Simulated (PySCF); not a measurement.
Isomers of C2H11N3Si3, one GFN2-xTB conformer each. Single-point energies are computed at PBE0/pcSseg-1 (PySCF, gas phase, no added dispersion term), electronic only.

| SMILES | GFN2-xTB relative energy (kJ/mol) |
| --- | --- |
| C#C[Si](N)(N)N([SiH3])[SiH3] | 57.1 |
| N#C[Si@@](N)(C[SiH3])N[SiH3] | 103.8 |
| N#CC[Si@@H](N[SiH3])[SiH2]N | 74.6 |
| CN[SiH2]N([SiH3])[SiH2]C#N | 0.0 |
| CN([SiH3])[SiH2][Si@@H](N)C#N | 106.6 |
| CN[Si@@H](C#N)N([SiH3])[SiH3] | 3.8 |
| N#CC[Si@@H](N)[Si@H](N)[SiH3] | 190.3 |

Conformers: `[CH:1]#[C:2][Si:3]([NH2:4])([NH2:5])[N:6]([SiH3:7])[SiH3:8]` with C2–Si3–N4–H 51° and -176°, C2–Si3–N5–H -155° and 67°, C2–Si3–N6–Si7 90°; `[N:1]#[C:2][Si@@:3]([NH2:4])([CH2:5][SiH3:6])[NH:7][SiH3:8]` with C2–Si3–N4–H 75° and -62°, C2–Si3–C5–Si6 -59°, C2–Si3–N7–Si8 -52°; `[N:1]#[C:2][CH2:3][Si@@H:4]([NH:5][SiH3:6])[SiH2:7][NH2:8]` with C2–C3–Si4–N5 -62°, C3–Si4–N5–Si6 -56°, C3–Si4–Si7–N8 119°, Si4–Si7–N8–H 50° and -172°; `[CH3:1][NH:2][SiH2:3][N:4]([SiH3:5])[SiH2:6][C:7]#[N:8]` with C1–N2–Si3–N4 -178°, N2–Si3–N4–Si5 -129°, Si3–N4–Si6–C7 -115°; `[CH3:1][N:2]([SiH3:3])[SiH2:4][Si@@H:5]([NH2:6])[C:7]#[N:8]` with C1–N2–Si4–Si5 171°, N2–Si4–Si5–N6 -171°, Si4–Si5–N6–H 39° and -179°; `[CH3:1][NH:2][Si@@H:3]([C:4]#[N:5])[N:6]([SiH3:7])[SiH3:8]` with C1–N2–Si3–C4 52°, N2–Si3–N6–Si7 139°; `[N:1]#[C:2][CH2:3][Si@@H:4]([NH2:5])[Si@H:6]([NH2:7])[SiH3:8]` with C2–C3–Si4–N5 -159°, C3–Si4–N5–H 174° and -49°, C3–Si4–Si6–N7 73°, Si4–Si6–N7–H -53° and 170°.

Question: What does PBE0/pcSseg-1 give for the same structures?

Answer: 
```tsv
SMILES	PBE0/pcSseg-1 E (Eh)	PBE0/pcSseg-1 (kJ/mol)	GFN2-xTB (kJ/mol)	point group
N#C[Si@@](N)(C[SiH3])N[SiH3]	-1114.93189	0.0	103.8	C1
CN[Si@@H](C#N)N([SiH3])[SiH3]	-1114.91528	43.6	3.8	C1
CN[SiH2]N([SiH3])[SiH2]C#N	-1114.91474	45.0	0.0	C1
C#C[Si](N)(N)N([SiH3])[SiH3]	-1114.91280	50.1	57.1	–
N#CC[Si@@H](N[SiH3])[SiH2]N	-1114.89857	87.5	74.6	C1
CN([SiH3])[SiH2][Si@@H](N)C#N	-1114.88834	114.3	106.6	C1
N#CC[Si@@H](N)[Si@H](N)[SiH3]	-1114.88707	117.7	190.3	C1
```

GFN2-xTB puts CN[SiH2]N([SiH3])[SiH2]C#N lowest instead; measured from each level's own lowest isomer, the values differ by up to 103.8 kJ/mol (N#C[Si@@](N)(C[SiH3])N[SiH3]: 103.8 against 0.0). As drawn, the highest has an Si–Si bond, which the lowest lacks. Neighbours under 10 kJ/mol apart (CN[Si@@H](C#N)N([SiH3])[SiH3] and CN[SiH2]N([SiH3])[SiH2]C#N; CN[SiH2]N([SiH3])[SiH2]C#N and C#C[Si](N)(N)N([SiH3])[SiH3]; CN([SiH3])[SiH2][Si@@H](N)C#N and N#CC[Si@@H](N)[Si@H](N)[SiH3]) can change places with a better method, another conformer or zero-point energy.

Question: Which frontier levels, dipoles and rotational constants go with these structures?

Answer: 
```
                       SMILES  HOMO (eV, PBE0/pcSseg-1)  LUMO (eV)  dipole (D)       A, B, C (MHz)
 N#C[Si@@](N)(C[SiH3])N[SiH3]                     -7.71      -0.37        4.02  1550, 683.6, 644.8
CN[Si@@H](C#N)N([SiH3])[SiH3]                     -7.32      -0.63        4.16  1498, 761.3, 734.4
   CN[SiH2]N([SiH3])[SiH2]C#N                     -7.10      -0.72        3.47  1350, 831.0, 613.1
 C#C[Si](N)(N)N([SiH3])[SiH3]                     -7.31       0.14        1.37  1333, 939.0, 827.5
  N#CC[Si@@H](N[SiH3])[SiH2]N                     -7.47      -0.67        4.23  1338, 763.5, 561.8
CN([SiH3])[SiH2][Si@@H](N)C#N                     -7.10      -1.20        3.51  1603, 752.9, 589.0
N#CC[Si@@H](N)[Si@H](N)[SiH3]                     -6.93      -0.76        3.90  1183, 919.0, 729.3
```
